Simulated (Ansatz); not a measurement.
C3H10OSi can be A, `CCC[SiH2]O`, or B, `C[Si](C)(C)O`.

Calculated with Ansatz (gas phase, PBE0-D4/def2-TZVP geometries, no zero-point term in ΔE). CCSD(T)/CBS is the MP2 limit (def2-TZVPP, def2-QZVPP) plus CCSD(T) − MP2 in def2-TZVPP, frozen cores. Functionals use def2-TZVPP. B3LYP here is the variant with VWN-RPA as its local correlation; programs differ in this. One conformer a species, not always the lowest.

A:

```xyz
15

C     0.3409   -1.1822    1.2908
C     0.0729   -1.1980   -0.2052
C    -0.8832   -0.0991   -0.6711
Si   -0.2739    1.6569   -0.4485
O     1.2266    1.8756   -1.1077
H     0.8111   -0.2485    1.6129
H     1.0009   -2.0019    1.5840
H    -0.5890   -1.2838    1.8571
H    -0.3348   -2.1753   -0.4844
H     1.0198   -1.1077   -0.7495
H    -1.8459   -0.1887   -0.1506
H    -1.1040   -0.2259   -1.7372
H    -1.1706    2.5910   -1.1744
H    -0.2516    2.0314    0.9958
H     1.9809    1.5563   -0.6121
```

B:

Z-matrix (Å, degrees):
```
C
Si 1 1.870
H 1 1.093 2 111.0
H 1 1.094 2 111.5 3 -120.3
H 1 1.094 2 111.0 3 120.0
C 2 1.870 1 109.3 3 179.2
C 2 1.861 1 111.0 3 -58.1
O 2 1.660 1 110.3 3 57.6
H 6 1.093 2 111.0 1 -179.2
H 6 1.094 2 111.5 1 -58.9
H 6 1.094 2 111.0 1 60.8
H 7 1.093 2 111.1 1 -60.9
H 7 1.093 2 110.8 1 179.0
H 7 1.093 2 110.8 1 59.2
H 8 0.957 2 117.5 1 60.4
```

Task: Which is lower in electronic energy at CCSD(T)/CBS, and by how much? (Best estimate.)

Result: The calculation gave: B, by 26.3 kcal/mol.

Task: Give E(B) − E(A) in kcal/mol with PBE-D4, r2SCAN-D4, B3LYP-D4, CCSD(T)/def2-TZVPP, MP2/def2-TZVPP, B3LYP, B2PLYP. (An estimate is asked.)

Result: The calculation gave: PBE-D4 -26.6, r2SCAN-D4 -28.3, B3LYP-D4 -26.4, CCSD(T)/def2-TZVPP -25.7, MP2/def2-TZVPP -26.6, B3LYP -26.3, B2PLYP -26.4. None reverses the order clearly.

Largest T1 diagnostic: 0.010.

In def2-TZVPP, CCSD(T) changes the Hartree–Fock value by −1.5 kcal/mol (the triples alone add −0.2 kcal/mol) and MP2 by −2.4 kcal/mol.
